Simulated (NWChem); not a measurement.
## Plane-wave run on MgS (rocksalt type)

```
MgS
1.0
    0.00000     2.54196     2.54196
    2.54196     0.00000     2.54196
    2.54196     2.54196     0.00000
S Mg
1 1
Direct
  0.00000   0.00000   0.00000
  0.50000   0.50000   0.50000
```

All runs are NWChem calculations. Origin of the cell: lattice set by a structure generator, not relaxed at this level.

Norm-conserving pseudopotentials with valence charges S 6, Mg 2, fixed occupations, no spin-orbit coupling, density cut at twice the wavefunction cutoff.

Level: LDA (Vosko), Troullier-Martins, cutoff 25 Ha, density from a 4×4×4 mesh. Bands run along Γ–X–U|K–Γ–L–W–X with k in units of the cell's reciprocal vectors.

**Question.** Give the band energies at the labelled points, in eV from the valence-band top.

**Answer.** 
| point | k | band 1 | band 2 | band 3 | band 4 | band 5 | band 6 |
|---|---|---|---|---|---|---|---|
| Γ | 0.000 0.000 0.000 | -13.09 | 0.00 | 0.00 | 0.00 | 3.93 | 7.76 |
| X | 0.500 0.000 0.500 | -11.12 | -4.62 | -1.86 | -1.86 | 2.68 | 4.04 |
| U | 0.625 0.250 0.625 | -11.12 | -4.08 | -3.52 | -1.52 | 3.77 | 6.64 |
| K | 0.375 0.375 0.750 | -11.12 | -4.08 | -3.52 | -1.52 | 3.77 | 6.64 |
| L | 0.500 0.500 0.500 | -11.55 | -5.29 | -0.68 | -0.68 | 4.43 | 6.76 |
| W | 0.500 0.250 0.750 | -11.06 | -3.58 | -3.58 | -2.62 | 5.31 | 7.92 |
Bands up to 4 are filled.
